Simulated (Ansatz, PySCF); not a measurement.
Process, species as SMILES: [F][Bi][F] → [F][Bi][F] as singlet, charge +1 + e-
Geometries: B3LYP-D3(BJ)/def2-TZVP minima from Ansatz (an electronic-structure program).
Geometry of the first species:
```xyz
3

Bi    -0.1218    -0.0876     0.1883
F     -0.3250     1.6223    -0.8748
F      1.4481    -0.8140    -0.8620
```
Charge 0, spin multiplicity 2.

Property: adiabatic ionisation energy (0 K, with B3LYP-D3(BJ) harmonic zero-point energies from PySCF), in eV. Cores are frozen in the correlated levels unless marked. Open shells are spin-unrestricted. Spin-orbit coupling is left out. Frozen are the shells of the preceding noble gas and the d and f shells that filled before the atom's block. Past Kr the def2 sets carry scalar-relativistic core potentials. CBS marks a two-point X^-3 extrapolation of the correlation energy; Hartree-Fock from the larger set. [CCSD(T)-MP2]/basis is that difference in the basis named.

```csv
level,program,adiabatic ionisation energy (eV),minus last row
HF/def2-TZVPPD,Ansatz,8.26,-0.15
r2SCAN-D4/def2-TZVPD,Ansatz + dftd4,8.49,0.08
PBE0/def2-SVP,Ansatz,8.45,0.04
PBE0/def2-TZVPD,Ansatz,8.49,0.08
BHLYP/def2-TZVPD,Ansatz,8.59,0.18
TPSSh-D3(BJ)/def2-TZVPD,PySCF + dftd3,8.37,-0.04
MN15/def2-TZVPD,PySCF,8.62,0.21
B2PLYP-D3(BJ)/def2-TZVPD,Ansatz + dftd3,8.42,0.01
RPA@PBE/def2-TZVPP,Ansatz,8.50,0.09
"RI-MP2/CBS(def2-TZVPPD,def2-QZVPPD)+[CCSD(T)-MP2]/def2-TZVPPD",Ansatz,8.41,0.00
```
